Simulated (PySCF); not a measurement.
## Cr (chromium, neutral) across methods

[Ar] 3d5 4s1, high-spin 7S determinant. Calculation: PySCF 2.14, in aug-cc-pVTZ with one added diffuse shell each of s, p, d, f, g type (9s8p6d4f3g, 118 functions); no relativity, point nucleus.

```csv
method,E (hartree),mean ε 3p β (eV),mean ε 4s α (eV),mean ε 3d α (eV),Σ⟨r²⟩ (bohr²),⟨S²⟩
r2SCAN,-1044.436,-42.067,-4.610,-3.976,36.93,12.000
wB97X,-1044.426,-46.392,-6.276,-7.573,37.66,12.000
TPSS,-1044.487,-41.824,-4.326,-3.764,37.48,12.000
LDA,-1042.205,-41.642,-4.541,-3.995,37.31,12.000
TPSSh,-1044.470,-42.733,-4.514,-4.388,37.29,12.000
PBE0,-1044.249,-43.932,-4.857,-5.415,37.18,12.000
PBE,-1044.223,-41.563,-4.374,-3.828,37.67,12.000
UHF,-1043.35593,-50.066,-6.043,-10.166,37.69,12.000
```
